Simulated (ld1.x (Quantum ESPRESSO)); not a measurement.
**What one change does to a pseudopotential (boron (B), PAW)**

* Element: boron (B)
* Generator: ld1.x (Quantum ESPRESSO) 7.5
* Type: PAW
* Functional: PBE
* Relativity: scalar-relativistic
* Frozen core: [He]
* Valence charge: 3
* Reference configuration: 2s2 2p0 (charge +1)
* Partial waves: 2s (bound): rcut 0.80, rcutus 1.15 bohr; 2s channel at 0.7 Ry: rcut 0.80, rcutus 1.15 bohr; 2p (bound, empty): rcut 1.60, rcutus 2.20 bohr; 2p channel at -0.35 Ry: rcut 1.60, rcutus 2.20 bohr; 3d channel at 0.4 Ry: rcut 1.55, rcutus 1.90 bohr; 3d channel at 3 Ry: rcut 1.55, rcutus 1.90 bohr
* Local potential: all-electron potential smoothed inside 2.20 bohr (lloc = -1)
* Core correction: Bessel-smoothed model core inside 1.05 bohr
* Augmentation charge: PSQ, inside the norm-conserving radii

All-electron outer shells of the reference configuration (PBE, scalar-relativistic, ld1.x):

```tsv
shell	level (eV)	outermost node (bohr)	outermost maximum (bohr)
2s	-19.51	0.46	1.44
2p	-13.36	–	1.41
```

Change: wave 2s channel at 0.7 Ry: rcut 0.80, rcutus 1.15 bohr becomes 2s channel at -1.28 Ry: rcut 0.80, rcutus 1.15 bohr.

Cutoffs: the cutoffs (Ry, on a coarse ladder) from which the occupation-weighted sum of valence levels, in a spherical-Bessel basis at the reference potential, stays within 10 and 1 mRy of its value at 400 Ry; they do not see the model core or the augmentation charge, which bear on the density cutoff. Errors are all-electron minus pseudo energies relative to the spin-unpolarised reference configuration.

Q: How do hardness, ghosts and transferability respond?

A: The potential gets neither clearly harder nor softer (21 Ry and 30 Ry → 21 Ry and 30 Ry); of the 7 tests that both files solve, the error grows in 3 and shrinks in 1 by more than 15 % and 0.3 meV (median size 0.7 → 1.0 meV); neither file shows a bound ghost.

| quantity | base | changed |
| --- | --- | --- |
| cutoff, loose | 21 Ry | 21 Ry |
| cutoff, tight | 30 Ry | 30 Ry |
| bound ghosts | none | none |
| error for 2s2 2p1, meV [ΔE -8.22 eV] | +0.7 | +1.0 |
| error for 2s1 2p0, meV [ΔE 25.42 eV] | -1.7 | -1.2 |
| error for 2s2 2p0.5, meV [ΔE -5.33 eV] | +0.3 | +0.4 |
| error for 2s2 2p1.3, meV [ΔE -8.96 eV] | +0.8 | +1.3 |
| error for 2s1 2p1, meV [ΔE 6.14 eV] | -0.6 | -0.6 |
| error for 2s0 2p3, meV [ΔE 3.50 eV] | -0.7 | -0.7 |
| error for 2s1 2p2, meV [ΔE -2.37 eV] | +0.8 | +1.1 |
| s: phases at 2.39 bohr within 0.05 rad from the reference energy up to (Ry; the scan ends near 5) | to the end of the scan | to the end of the scan |
| p: phases at 2.39 bohr within 0.05 rad from the reference energy up to (Ry; the scan ends near 5) | to the end of the scan | to the end of the scan |
| d: phases at 2.39 bohr within 0.05 rad from the reference energy up to (Ry; the scan ends near 5) | to the end of the scan | to the end of the scan |
| lowest overlap eigenvalue by channel | s 0.74, p 0.90, d 0.97 | s 0.74, p 0.90, d 0.97 |
